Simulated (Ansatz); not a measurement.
Ansatz (a first-principles code) input for C₃H₅N₂, SMILES c1c[nH+]c[nH]1, charge +1, r2SCAN-D4/def2-SVP. 

Ansatz 0.2 input:
```yaml
crystal:
  periodic: [false, false, false]
  atoms:
    - {symbol: C, position_ang: [0.00000000, 0.68115563, 0.96000723]}
    - {symbol: C, position_ang: [-0.00000000, -0.68115565, 0.96000723]}
    - {symbol: N, position_ang: [0.00000000, -1.07486851, -0.34393935]}
    - {symbol: C, position_ang: [-0.00000000, 0.00000001, -1.12321401]}
    - {symbol: N, position_ang: [0.00000000, 1.07486852, -0.34393932]}
    - {symbol: H, position_ang: [-0.00000000, 1.37243876, 1.77862080]}
    - {symbol: H, position_ang: [0.00000000, -1.37243880, 1.77862077]}
    - {symbol: H, position_ang: [0.00000000, -2.03601934, -0.66288894]}
    - {symbol: H, position_ang: [0.00000000, 0.00000002, -2.19711572]}
    - {symbol: H, position_ang: [0.00000000, 2.03601936, -0.66288889]}
basis:
  gaussian:
    orbitals: def2-SVP
hamiltonian:
  xc: r2scan
  dispersion: d4
total_charge: 1
relax: {f_tol: 0.002, max_steps: 200}
```

Output:

```
WARN ansatz: RAYON_NUM_THREADS=1 ignored (pool sized by the plan → 1); use --threads N
Functional definition: r2SCAN
integrals: 0.04 GiB planned
1108 factors; their error is unknown
mean field: 0.27 GiB planned
mean field evaluation 1: about -6146.5870 eV, gradient 7.0e1 eV
mean field evaluation 2: about -6139.4256 eV, gradient 9.2e1 eV
mean field evaluation 4: about -6157.8935 eV, gradient 6.3e0 eV
mean field evaluation 8: about -6157.9237 eV, gradient 4.0e-1 eV
mean field evaluation 16: about -6157.9240 eV, gradient 1.2e-5 eV
mean field -6157.92399726 eV, -226.2995329086 hartree, gradient 2.5e-6 eV, S^2 0.000000; 0 other end points of the search recorded, 0 dependent functions left out
the calculation of the forces begins
reference -6157.92400530 eV, -226.2995332040 hartree; 18, 18 occupied and 77, 77 virtual orbitals, 1108 factors
relax step   1: F+E_penalty+E_count = -6157.96435539 eV  Δ(F+E_penalty+E_count) = +0.000e0 eV  max|allowed force component| = 6.824e-1 eV/Å  Δτ_max = 0.0000 Å  (31 SCF iters, accepted)
these checks for a lower state are left out or cut short: starts, cluster_reference, orbital_swaps, neighbouring_geometries, increment
integrals: 0.04 GiB planned
1108 factors; their error is unknown
mean field: 0.27 GiB planned
mean field -6157.96491914 eV, -226.3010367600 hartree, gradient 1.8e-5 eV, S^2 0.000000; 0 other end points of the search recorded, 0 dependent functions left out
the calculation of the forces begins
reference -6157.96492721 eV, -226.3010370564 hartree; 18, 18 occupied and 77, 77 virtual orbitals, 1108 factors
relax step   2: F+E_penalty+E_count = -6158.00523350 eV  Δ(F+E_penalty+E_count) = -4.088e-2 eV  max|allowed force component| = 2.823e-1 eV/Å  Δτ_max = 0.0243 Å  (32 SCF iters, accepted)
these checks for a lower state are left out or cut short: starts, cluster_reference, orbital_swaps, neighbouring_geometries, increment
integrals: 0.04 GiB planned
1108 factors; their error is unknown
mean field: 0.27 GiB planned
mean field evaluation 32: about -6157.9695 eV, gradient 1.9e-5 eV
mean field -6157.96949637 eV, -226.3012049701 hartree, gradient 1.9e-5 eV, S^2 0.000000; 0 other end points of the search recorded, 0 dependent functions left out
the calculation of the forces begins
reference -6157.96950445 eV, -226.3012052669 hartree; 18, 18 occupied and 77, 77 virtual orbitals, 1108 factors
relax step   3: F+E_penalty+E_count = -6158.00978892 eV  Δ(F+E_penalty+E_count) = -4.555e-3 eV  max|allowed force component| = 4.960e-2 eV/Å  Δτ_max = 0.0100 Å  (32 SCF iters, accepted)
these checks for a lower state are left out or cut short: starts, cluster_reference, orbital_swaps, neighbouring_geometries, increment
integrals: 0.04 GiB planned
1108 factors; their error is unknown
mean field: 0.27 GiB planned
mean field -6157.96973831 eV, -226.3012138609 hartree, gradient 1.9e-5 eV, S^2 0.000000; 0 other end points of the search recorded, 0 dependent functions left out
the calculation of the forces begins
reference -6157.96974638 eV, -226.3012141578 hartree; 18, 18 occupied and 77, 77 virtual orbitals, 1108 factors
relax step   4: F+E_penalty+E_count = -6158.01003043 eV  Δ(F+E_penalty+E_count) = -2.415e-4 eV  max|allowed force component| = 3.724e-2 eV/Å  Δτ_max = 0.0056 Å  (33 SCF iters, accepted)
these checks for a lower state are left out or cut short: starts, cluster_reference, orbital_swaps, neighbouring_geometries, increment
integrals: 0.04 GiB planned
1108 factors; their error is unknown
mean field: 0.27 GiB planned
mean field -6157.96975915 eV, -226.3012146269 hartree, gradient 1.9e-5 eV, S^2 0.000000; 0 other end points of the search recorded, 0 dependent functions left out
the calculation of the forces begins
reference -6157.96976723 eV, -226.3012149237 hartree; 18, 18 occupied and 77, 77 virtual orbitals, 1108 factors
relax step   5: F+E_penalty+E_count = -6158.01005150 eV  Δ(F+E_penalty+E_count) = -2.107e-5 eV  max|allowed force component| = 4.347e-3 eV/Å  Δτ_max = 0.0006 Å  (32 SCF iters, accepted)
these checks for a lower state are left out or cut short: starts, cluster_reference, orbital_swaps, neighbouring_geometries, increment
integrals: 0.04 GiB planned
1108 factors; their error is unknown
mean field: 0.27 GiB planned
mean field -6157.96975960 eV, -226.3012146434 hartree, gradient 1.9e-5 eV, S^2 0.000000; 0 other end points of the search recorded, 0 dependent functions left out
the calculation of the forces begins
reference -6157.96976767 eV, -226.3012149402 hartree; 18, 18 occupied and 77, 77 virtual orbitals, 1108 factors
relax step   6: F+E_penalty+E_count = -6158.01005203 eV  Δ(F+E_penalty+E_count) = -5.300e-7 eV  max|allowed force component| = 1.382e-3 eV/Å  Δτ_max = 0.0001 Å  (33 SCF iters, accepted)
integrals: 0.04 GiB planned
1108 factors; their error is unknown
mean field: 0.27 GiB planned
mean field evaluation 64: about -6157.9698 eV, gradient 1.9e-5 eV
mean field -6157.96975960 eV, -226.3012146434 hartree, gradient 1.9e-5 eV, S^2 0.000000; 1 other end points of the search recorded, 0 dependent functions left out
the calculation of the forces begins
reference -6157.96976767 eV, -226.3012149402 hartree; 18, 18 occupied and 77, 77 virtual orbitals, 1108 factors
Total energy: -6158.01006011 eV, -226.3026956598 hartree
Atom 0 at    -0.000000     0.684315     0.978658 Å, force    -0.000000     0.000706    -0.000466 eV/Å
Atom 1 at    -0.000000    -0.684315     0.978658 Å, force    -0.000000    -0.000706    -0.000466 eV/Å
Atom 2 at    -0.000000    -1.073518    -0.344159 Å, force     0.000000    -0.001382     0.000519 eV/Å
Atom 3 at     0.000000     0.000000    -1.139369 Å, force    -0.000000     0.000000     0.000199 eV/Å
Atom 4 at     0.000000     1.073518    -0.344159 Å, force     0.000000     0.001382     0.000519 eV/Å
Atom 5 at    -0.000000     1.399144     1.798648 Å, force    -0.000000     0.000023     0.000138 eV/Å
Atom 6 at    -0.000000    -1.399144     1.798648 Å, force     0.000000    -0.000023     0.000138 eV/Å
Atom 7 at     0.000000    -2.037020    -0.677614 Å, force    -0.000000     0.000105    -0.000270 eV/Å
Atom 8 at    -0.000000     0.000000    -2.228427 Å, force    -0.000000     0.000000    -0.000038 eV/Å
Atom 9 at     0.000000     2.037020    -0.677614 Å, force    -0.000000    -0.000105    -0.000270 eV/Å
Dipole moment:     0.000000     0.000000    -0.298529 e Å
```

Self-consistency was reached.

Cost: about 29 core-seconds (a rough figure).
